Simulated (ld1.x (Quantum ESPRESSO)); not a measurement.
**Before and after: TM potential for hafnium**

ld1.x (Quantum ESPRESSO) 7.5 input, shortened:

```
&input
   title='Hf', zed=72., rel=1, dft='BP', iswitch=3,
   config='[Xe] 4f14 5d2 6s1 6p1'
 /
 &inputp
   pseudotype=2, tm=.true., lloc=1,
   nlcc=.true.
 /
3
6S  1  0   1.00   0.00  2.95  2.95  0.0
5D  3  2   2.00   0.00  1.70  1.70  0.0
6P  2  1   1.00   0.00  2.85  2.85  0.0
 &test
   configts(1)='5d2 6s1 6p1'
 /
```

All-electron outer shells of the reference configuration (BP86, scalar-relativistic, ld1.x):

| shell | level (eV) | outermost node (bohr) | outermost maximum (bohr) |
| --- | --- | --- | --- |
| 5p | -37.15 | 0.60 | 1.16 |
| 4f | -18.41 | – | 0.45 |
| 6s | -6.16 | 1.36 | 2.85 |
| 5d | -4.02 | 0.67 | 1.69 |
| 6p | -2.18 | 1.65 | 3.95 |

Change: local potential the d channel.

Cutoffs: the cutoffs (Ry, on a coarse ladder) from which the occupation-weighted sum of valence levels, in a spherical-Bessel basis at the reference potential, stays within 10 and 1 mRy of its value at 400 Ry; they do not see the model core or the augmentation charge, which bear on the density cutoff. Errors are all-electron minus pseudo energies relative to the spin-unpolarised reference configuration.

What does the change do?

The potential gets neither clearly harder nor softer (21 Ry and 30 Ry → 21 Ry and 30 Ry); the bound ghosts move from s to p, s; the number of tests that count goes from 7 to 6; of the 6 tests that both files solve, the error grows in 0 and shrinks in 5 by more than 15 % and 0.3 meV (median size 65.8 → 37.5 meV); the range in which the d phases agree widens (upper end 0.6 → at the end of the scan). In the separable form a ghost depends on how the local part lies against the semilocal potential of the channel, so the choice of the local part can create or remove one.

| quantity | base | changed |
| --- | --- | --- |
| cutoff, loose | 21 Ry | 21 Ry |
| cutoff, tight | 30 Ry | 30 Ry |
| bound ghosts | s | s, p |
| tests counted (converged, no solver errors) | 7 of 7 | 6 of 7 |
| error for 5d2 6s2 6p0, meV [ΔE -3.87 eV] | -6.1 | -1.6 |
| error for 5d2 6s1 6p0, meV [ΔE 4.28 eV] | -5.6 | -4.5 |
| error for 5d2 6s0 6p0, meV [ΔE 18.64 eV] | -39 | -26 |
| error for 5d1 6s2 6p0, meV [ΔE 2.78 eV] | -92 | -49 |
| error for 5d3 6s0 6p0, meV [ΔE 6.33 eV] | -95 | -84 |
| error for 5d1 6s0 6p0, meV [ΔE 40.52 eV] | -278 | -202 |
| s: phases at 3.21 bohr within 0.05 rad from the reference energy up to (Ry; the scan ends near 5) | 1.8 | 2.0 |
| p: phases at 3.21 bohr within 0.05 rad from the reference energy up to (Ry; the scan ends near 5) | 0.2 | 0.1 |
| d: phases at 3.21 bohr within 0.05 rad from the reference energy up to (Ry; the scan ends near 5) | 0.6 | to the end of the scan |

Changed file: Tests not counted: 5d1 6s2 6p1 (solver errors, printed error -2.3 eV). A true bound ghost makes a file unfit for plane-wave use even where its test errors are small: the radial tests pick states by their node count and pass the ghost by. Where a test does run into it, the solver fails or the error is huge.
